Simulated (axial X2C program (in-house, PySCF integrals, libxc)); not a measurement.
Nuclear properties of TiLa

Computed with an axial X2C code built on PySCF integrals: two-component X2C with atomic mean-field Coulomb and Gaunt terms, Gaussian nuclei, basis La dyall-cv3z, Ti dyall-cv3z with contracted cores.

R = 2.805 Å (near the PBE0 minimum at charge 0 of the determinant lowest at the starting distance; the state shown can have its own minimum elsewhere).

Input and command:
```json
{"zs": [57, 22], "q": 0, "bas": ["dyall-cv3z", "dyall-cv3z"], "r0": 3.16, "levels": ["PBE0", "HF", "BP86", "LDA", "PBE"], "nst": 2}
```
```bash
python soeom.py task.json out
```

Keys: zs atomic numbers; q charge; bas basis sets; r0 starting distance in Å; levels methods; nst determinants followed.

Determinant lowest in the PBE0 search, Ω = 1/2 (⟨Sz⟩ = 2.50, ⟨Lz⟩ = -2.00 at PBE0), spin on the atoms La 1.07, Ti 1.42:

```json
{"level": "PBE0", "Eeff magnitude (GV/cm)": "5.34", "Ws magnitude La (kHz)": "5.64", "A∥/gI La (MHz)": "3120", "qzz La (a.u.)": "-1.73", "A∥/gI Ti (MHz)": "-307", "qzz Ti (a.u.)": "0.08", "μ (D)": "-1.52"}
{"level": "HF", "Eeff magnitude (GV/cm)": "3.71", "Ws magnitude La (kHz)": "1.79", "A∥/gI La (MHz)": "4220", "qzz La (a.u.)": "-2.91", "A∥/gI Ti (MHz)": "-622", "qzz Ti (a.u.)": "0.04", "μ (D)": "-2.58"}
{"level": "BP86", "Eeff magnitude (GV/cm)": "5.44", "Ws magnitude La (kHz)": "6.32", "A∥/gI La (MHz)": "2980", "qzz La (a.u.)": "-1.43", "A∥/gI Ti (MHz)": "18.4", "qzz Ti (a.u.)": "-0.39", "μ (D)": "-1.19"}
{"level": "LDA", "Eeff magnitude (GV/cm)": "5.86", "Ws magnitude La (kHz)": "6.96", "A∥/gI La (MHz)": "2890", "qzz La (a.u.)": "-1.44", "A∥/gI Ti (MHz)": "75.8", "qzz Ti (a.u.)": "-0.40", "μ (D)": "-1.10"}
{"level": "PBE", "Eeff magnitude (GV/cm)": "5.29", "Ws magnitude La (kHz)": "6.08", "A∥/gI La (MHz)": "2770", "qzz La (a.u.)": "-1.41", "A∥/gI Ti (MHz)": "-45.5", "qzz Ti (a.u.)": "-0.38", "μ (D)": "-1.14"}
```

Determinant 0.03 eV from it at PBE0 and this distance, Ω = 9/2 (⟨Sz⟩ = 2.50, ⟨Lz⟩ = 2.00 at PBE0), spin on the atoms La 1.07, Ti 1.42:

| level | Eeff magnitude (GV/cm) | Ws magnitude La (kHz) | A∥/gI La (MHz) | qzz La (a.u.) | A∥/gI Ti (MHz) | qzz Ti (a.u.) | μ (D) |
| --- | --- | --- | --- | --- | --- | --- | --- |
| PBE0 | 5.34 | 0.627 | 347 | -1.74 | 111 | 0.08 | -1.52 |
| HF | 3.75 | 0.206 | 469 | -2.93 | 82.8 | 0.03 | -2.58 |
| BP86 | 5.45 | 0.704 | 364 | -1.51 | 114 | -0.35 | -1.19 |
| LDA | 5.86 | 0.772 | 354 | -1.52 | 123 | -0.37 | -1.10 |
| PBE | 5.31 | 0.677 | 340 | -1.49 | 108 | -0.34 | -1.14 |

Eeff is the effective electric field on the electron electric dipole moment in this Ω state and Ws the scalar–pseudoscalar constant of the nucleus named (defined with the proton number Z and per Ω); A∥ (defined per Ω) follows by multiplying with gI = μI/(I μN); qzz is the electric field gradient, eQq0 = 234.96 MHz × Q/barn × qzz; μ is positive if the Ti end (last atom) is positive. The operators were transformed with the bare-nucleus X2C matrices; with these basis sets, hyperfine constants and field gradients can be off by tens of per cent, and where levels differ in sign neither size nor sign is settled.

(1) With gI(139La) = 0.7952 (g factors from the IAEA table of nuclear moments by Stone), turn the PBE0 values of the first state into constants in MHz.

Each state is one determinant with collinear spin, which with several unpaired electrons need not be a pure state. Unrestricted Hartree–Fock can overshoot spin polarisation at the nuclei. With several open shells hyperfine constants can be off by a factor of several. The search compared states at one distance, so a state with another bond length can lie lower. Where a field gradient or hyperfine factor spreads by more than a factor of two over the levels, a constant derived from it is not to be relied on. PBE0 term energies can be off by some tenths of an eV.

Answers

(1) A∥(139La) = 3120 × 0.7952 = 2480 MHz.
